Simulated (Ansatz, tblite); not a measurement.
Removing an electron: [MoO3F]- (MoO₃F⁻). Total charge -1; singlet. Geometry: r2SCAN-D4/def2-SVPD. Ansatz, gas phase; energy differences of separate SCF runs; the oxidised species was run as a doublet alone.

Cartesian coordinates in Å:
```
Mo 0.006 -0.036 -0.019
O -0.169 -1.321 1.127
O -1.172 -0.209 -1.275
O 1.596 -0.072 -0.700
F -0.261 1.638 0.867
```

In the def2 sets Mo takes a core potential; there is no spin–orbit coupling. The xTB rows come from tblite.

| level | −HOMO (eV) | vertical IE (eV) | −LUMO (eV) | HOMO–LUMO gap (eV) |
| --- | --- | --- | --- | --- |
| GFN1-xTB | 7.26 | 10.98 | 1.94 | 5.32 |
| GFN2-xTB | 6.58 | 10.33 | 2.23 | 4.35 |
| PBE-D4/def2-TZVPD | 1.82 | 5.11 | -2.75 | 4.57 |
| r2SCAN-D4/def2-TZVPD | 2.15 | 5.24 | -2.83 | 4.97 |
| PBE0-D4/def2-TZVPD | 3.40 | 5.46 | -3.50 | 6.90 |

Relaxing the oxidised species (r2SCAN-D4/def2-SVPD) changes its energy by -0.09 eV at PBE-D4/def2-TZVPD, so the adiabatic ionisation energy to this nearest minimum is 5.01 eV. At PBE0-D4/def2-TZVPD it is 5.34 eV.   Raw xTB energy differences between charge states are shifted by several eV; the methods need an empirical correction for them.
